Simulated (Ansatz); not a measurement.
Coupled-cluster diagnostics for the cluster Al2Ru2, Ansatz.

Geometry of the singlet (r2SCAN-D4/def2-SVP):

| atom | x (Å) | y (Å) | z (Å) |
| --- | --- | --- | --- |
| Ru1 | -0.762 | 0.027 | 1.801 |
| Ru2 | 0.764 | -0.028 | -1.800 |
| Al3 | -0.579 | -1.067 | -0.229 |
| Al4 | 0.578 | 1.068 | 0.229 |

In the def2 sets Ru takes a core potential; there is no spin–orbit coupling. Correlated methods freeze 10 core orbitals; core or outer-core shells of Ru are correlated, in sets that lack core-valence functions. No other spin state of charge 0 was run. Another isomer (quintet) lies 1.79 eV lower at PBE0-D4/def2-TZVP; other spin states weren't run for this one.

(1) Estimate the CCSD(T) correlation energy, the shares of MP2 and (T), T1 and the reference's ⟨S²⟩ for: charge 0, singlet, own geometry in def2-TZVPP; and the rough time on 4 threads of Arm Neoverse V1 on a shared host.

Answers

(1) 
```
                          state       basis  correlation (eV)  MP2 share (%)  (T) share (%)     T1  ⟨S²⟩ (pure)  wall time                                    remarks
charge 0, singlet, own geometry  def2-TZVPP           -38.427           99.8            6.6  0.065  0.00 (0.00)    2.4 min  large T1 (0.065), restricted SCF unstable
```
Customary marks for T1 are 0.02 (closed shells), 0.045 (open shells) and about 0.05 (3d metals). T1 exceeds 0.02 in 1 of 1 rows and 0.045 in 1; the higher it lies, the less the single-reference result can be trusted.
